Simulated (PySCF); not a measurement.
B3LYP has the VWN-RPA correlation part, as in Gaussian. Delta-SCF ions had no search for a lower state. Excitations are Tamm–Dancoff values on a coarser integration grid. The basis has no diffuse functions, so Rydberg states are missing or too high.

Cartesian coordinates (Å):
SMILES: [SiH3][In]([SiH3])[SiH3]
```xyz
13

Si    -0.3528     2.5696     0.0375
In     0.0005    -0.0208     0.0251
Si    -2.0772    -1.6066     0.0328
Si     2.4305    -0.9808    -0.0514
H      0.7073     3.2886    -0.7341
H     -1.6809     2.9744    -0.5170
H     -0.2878     3.0604     1.4512
H     -1.7408    -3.0115     0.4170
H     -2.6682    -1.6430    -1.3430
H     -3.1419    -1.1168     0.9622
H      2.9119    -0.9661    -1.4698
H      2.5142    -2.3911     0.4376
H      3.3852    -0.1562     0.7520
```
Charge 0, multiplicity 1.

Q: What total energy, S1 excitation (TDA), vertical ionisation energy (Delta-SCF), dipole moment and T1 excitation (TDA) does B3LYP-D3(BJ)/def2-TZVP // B3LYP-D3(BJ)/def2-SVP (PySCF) give?

A: 
```json
{
  "total_energy": "-1064.2006 Ha",
  "S1 excitation (TDA)": "3.19 eV",
  "vertical ionisation energy (Delta-SCF)": "8.61 eV",
  "dipole_moment": "0.09 D",
  "T1 excitation (TDA)": "2.74 eV"
}
```
